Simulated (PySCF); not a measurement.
Compound: C7H15N.
Atom-mapped SMILES: `[CH3:1][NH:2][C@H:3]([CH3:4])[C:5]1([CH3:6])[CH2:7][CH2:8]1` (hydrogens: H9, H10, H11 on C1; H12 on N2; H13 on C3; H14, H15, H16 on C4; H17, H18, H19 on C6; H20, H21 on C7; H22, H23 on C8)

A GFN2-xTB structure was refined with PBE0-D3(BJ)/def2-SVP geometry optimisation, gas phase in PySCF. Its GFN2-xTB values:

| coordinate | GFN2-xTB |
| --- | --- |
| C1–N2 | 1.447 Å |
| C1–H9 | 1.089 Å |
| C1–H10 | 1.102 Å |
| N2–C3 | 1.459 Å |
| C3–C4 | 1.530 Å |
| C3–H13 | 1.109 Å |
| C4–H14 | 1.087 Å |
| C4–H16 | 1.086 Å |
| C5–C6 | 1.513 Å |
| C5–C8 | 1.503 Å |
| C6–H17 | 1.088 Å |
| C7–C8 | 1.501 Å |
| C7–H20 | 1.079 Å |
| C7–H21 | 1.080 Å |
| C8–H22 | 1.080 Å |
| C8–H23 | 1.080 Å |
| C1–N2–C3 | 114.3° |
| N2–C3–C4 | 110.3° |
| N2–C3–C5 | 108.5° |
| C3–C5–C6 | 114.6° |
| C3–C5–C7 | 118.0° |
| C3–C5–C8 | 117.2° |
| C4–C3–C5 | 111.2° |
| C5–C8–C7 | 59.9° |
| C1–N2–C3–C4 | -72° |
| N2–C3–C5–C6 | 62° |

Q: How do these coordinates change at the PBE0-D3(BJ)/def2-SVP level?

A: 
```tsv
coordinate	PBE0-D3(BJ)/def2-SVP (Å or °)	change
C7–H20	1.094	+0.015
C8–H23	1.095	+0.015
C4–H16	1.100	+0.014
C7–H21	1.094	+0.014
C8–H22	1.094	+0.014
C4–H14	1.100	+0.013
C6–H17	1.101	+0.013
C1–H9	1.100	+0.011
C1–H10	1.113	+0.011
N2–C3	1.450	-0.009
C3–H13	1.117	+0.008
C3–C4	1.523	-0.007
C1–N2	1.441	-0.006
C5–C8	1.506	+0.003
C7–C8	1.503	+0.002
C5–C6	1.511	-0.002
C1–N2–C3	115.9	+1.6
N2–C3–C4	111.5	+1.2
C3–C5–C6	115.7	+1.1
C3–C5–C8	116.1	-1.1
C4–C3–C5	112.1	+0.9
C3–C5–C7	117.1	-0.9
C5–C8–C7	59.7	-0.2
N2–C3–C5	108.7	+0.2
C1–N2–C3–C4	-66	+6
N2–C3–C5–C6	63	+1
```

The energy falls by 0.068 eV over 6 energy and gradient evaluations, the largest force component goes from 0.0131 to 3.0e-04 Eh/bohr, and the atoms move by 0.064 Å rms after alignment. Among the bonds, C4–H16, C7–H20, C7–H21, C8–H22 and C8–H23 change most and about equally (+0.014 to +0.015 Å). Bonds longer at the end by more than 0.005 Å: 14 of 23; shorter: 3. Rotational constants go from 3127, 1380, 1285 to 3128, 1371, 1282 MHz.

The run used 187 basis functions and 36 SCF cycles in all. Rough CPU time on one thread of a shared machine: about 4 min.

Stationary, but not proved a minimum. One conformer, not necessarily the lowest.

The values belong to the conformer `[CH3:1][NH:2][C@H:3]([CH3:4])[C:5]1([CH3:6])[CH2:7][CH2:8]1`: C1–N2–C3–C4 -66°, N2–C3–C5–C6 63°.
